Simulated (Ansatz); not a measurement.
Cost and result for the atomization energy of BFH6OSi2, SMILES `OB[SiH2][SiH2]F` (11 atoms, 10 bonds).

Z-matrix (Å, degrees):
```
Si
B 1 2.046
Si 1 2.345 2 107.4
H 1 1.490 2 112.7 3 121.0
H 1 1.492 2 110.3 3 -118.7
O 2 1.343 1 122.5 3 12.6
H 2 1.200 1 121.2 3 -168.2
F 3 1.631 1 104.2 2 -17.6
H 3 1.486 1 113.8 2 97.7
H 3 1.485 1 116.4 2 -134.4
H 6 0.966 2 114.9 1 -1.3
```

The species carries charge 0 and has multiplicity 1. All single points use the PBE0-D4/def2-TZVP geometry. It is one conformer, not always the lowest. Program: Ansatz. All runs use 4 threads of an Arm Neoverse V2 on a shared host. Times are those of one run each, without the atoms' runs, and a repeat can differ threefold. Electronic energies, without spin–orbit coupling; frozen cores. CCSD(T)/CBS adds CCSD(T) − MP2 in def2-TZVPP to the MP2 limit, and its time is that of the two runs behind it. T1 = 0.014. B3LYP takes the VWN-RPA correlation (the form of Gaussian; ORCA's B3LYP/G).

CCSD(T)/CBS is a level of theory with its own doubt, some kJ/mol a heavy atom from the limit and from the frozen cores, so smaller differences don't rank the functionals.

```csv
level,functions,wall time
PBE-D4/def2-TZVPP (with forces),261,2.2 s
PBE0-D4/def2-TZVPP,261,2.7 s
r2SCAN-D4/def2-TZVPP (with forces),261,4 s
B3LYP-D4/def2-TZVPP (with forces),261,4.1 s
B2PLYP/def2-TZVPP,261,4.7 s
ωB97X-V/def2-TZVPP,261,7.5 s
ωB97M-V/def2-TZVPP (with forces),261,10 s
MP2/def2-QZVPP,491,17 s
CCSD(T)/def2-TZVPP,261,2.1 min
CCSD(T)/CBS(def2),–,2.4 min
```

What atomization energy does each give, and how far from CCSD(T)/CBS? (An estimate is asked.)

The calculation gave: 
```
                             level  atomization (kcal/mol)  difference from CCSD(T)/CBS  per bond
   PBE-D4/def2-TZVPP (with forces)                   914.0                          4.0       0.4
                PBE0-D4/def2-TZVPP                   901.1                         -8.9      -0.9
r2SCAN-D4/def2-TZVPP (with forces)                   912.1                          2.1       0.2
 B3LYP-D4/def2-TZVPP (with forces)                   908.0                         -2.0      -0.2
                 B2PLYP/def2-TZVPP                   898.2                        -11.8      -1.2
                ωB97X-V/def2-TZVPP                   914.5                          4.5       0.5
  ωB97M-V/def2-TZVPP (with forces)                   910.4                          0.4       0.0
                    MP2/def2-QZVPP                   911.8                          1.8       0.2
                CCSD(T)/def2-TZVPP                   885.7                        -24.3      -2.4
                 CCSD(T)/CBS(def2)                   910.0                          0.0       0.0
```

The D4 term adds +8.9 kcal/mol with B3LYP and +4.7 kcal/mol with PBE0; it sums over pairs of atoms, weighted by their polarisabilities, and B3LYP, whose exchange is more repulsive, gets the larger term. In def2-TZVPP, CCSD(T) changes the Hartree–Fock value by +202.3 kcal/mol (the triples alone add +11.2 kcal/mol) and MP2 by +213.9 kcal/mol; breaking electron pairs costs correlation energy, which Hartree–Fock lacks. From PBE to PBE0 (25 % exact exchange), in def2-TZVPP and without D4, the atomization energy moves by −12.1 kcal/mol: exact exchange takes away binding that semilocal exchange gives to molecules.
